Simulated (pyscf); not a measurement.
F–W(=S)(=S)–Cl, singlet

Gas-phase minimum from PySCF at ωB97X-D3(BJ)/def2-SVP, one conformer. 

```
W
F 1 1.8539
S 1 2.0980 2 109.57
S 1 2.0981 2 109.60 3 -117.42
Cl 1 2.2532 2 113.91 3 121.28
```
Charge 0, spin multiplicity 1.

Properties at ωB97X-D3(BJ)/def2-SVP:

```json
{
  "harmonic_wavenumbers_unscaled": "137, 151, 175, 200, 206, 430, 595, 605, 714 cm⁻¹",
  "zero_point_energy": "4.6 kcal/mol",
  "rotational_symmetry_number": "1",
  "Entropy of this conformer at 298 K and 1 atm, rigid rotor and harmonic oscillator, modes under 100 cm⁻¹ raised to 100": "360.6 J/(mol K)",
  "dipole_moment": "0.69 D"
}
```

Single-point totals, which compare only within one level:

```json
[
 {"level": "ωB97X-D3(BJ)/def2-TZVP", "total energy (hartree)": "-1423.88305"},
 {"level": "PBE/def2-TZVP", "total energy (hartree)": "-1423.27117"},
 {"level": "r²SCAN/def2-TZVP", "total energy (hartree)": "-1423.75774"},
 {"level": "B3LYP-D3(BJ)/def2-TZVP", "total energy (hartree)": "-1423.91247"},
 {"level": "PBE0-D3(BJ)/def2-TZVP", "total energy (hartree)": "-1423.30071"},
 {"level": "M06-2X/def2-TZVP", "total energy (hartree)": "-1423.61350"},
 {"level": "ωB97M-D3(BJ)/def2-TZVP", "total energy (hartree)": "-1423.93100"}
]
```

Elements past Kr carry the def2 core potentials, without spin-orbit coupling.
